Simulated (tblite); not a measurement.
Species: C7H6FSi (doublet state).
SMILES with atom numbers: `[H]/[C:1]=[CH:2]\[C:3]#[C:4][C:5]#[C:6][CH2:7][SiH2:8][F:9]` (hydrogens: H10 on C1; H11 on C2; H12, H13 on C7; H14, H15 on Si8)

The geometry is computed with GFN2-xTB (gas phase). This method treats the open shell by occupation alone, without spin polarisation.

Question: List the bond lengths, angles and torsions at this level.

Answer: 
| bond | length (Å) | order |
| --- | --- | --- |
| C1=C2 | 1.306 | double |
| C2–C3 | 1.415 | single |
| C3≡C4 | 1.214 | triple |
| C4–C5 | 1.353 | single |
| C5≡C6 | 1.209 | triple |
| C6–C7 | 1.436 | single |
| C7–Si8 | 1.909 | single |
| Si8–F9 | 1.614 | single |
| C1–H10 | 1.066 | single |
| C2–H11 | 1.084 | single |
| C7–H12, C7–H13 | 1.095 | single |
| Si8–H14, Si8–H15 | 1.453 | single |

Bonds in one row agree within 0.01 Å and their mean is given. Orders are formal, as drawn. A selection of angles:
| angle | degrees |
| --- | --- |
| C1–C2–C3 | 120.8 |
| C2–C3–C4 | 174.3 |
| C3–C4–C5 | 176.3 |
| C4–C5–C6 | 178.5 |
| C5–C6–C7 | 179.0 |
| C6–C7–Si8 | 112.8 |
| C7–Si8–F9 | 104.8 |

Torsions: C6–C7–Si8–F9 179° (antiperiplanar). The mirror-image conformer, all signs reversed, is as good.

C2 (carbon bonded to 2 C and H) is planar (angles 122.7°, 120.8° and 116.4°, sum 360.0°, 0.00 Å off the plane of its three neighbours). The 6 C–C bonds span 1.209 Å (C5≡C6, drawn triple) to 1.436 Å (C6–C7, drawn single), a spread of 0.227 Å. Si8 (silicon bonded to C, F and 2 H) is distorted tetrahedral (angles from 104.8° to 115.2°).

Its lowest GFN2-xTB frequency is 7 cm⁻¹, too small to tell a flat minimum from a shallow saddle.

Time: 0.87 s. Hardware: Arm Neoverse V1, one thread, on a shared host. These figures are those of the optimisation.
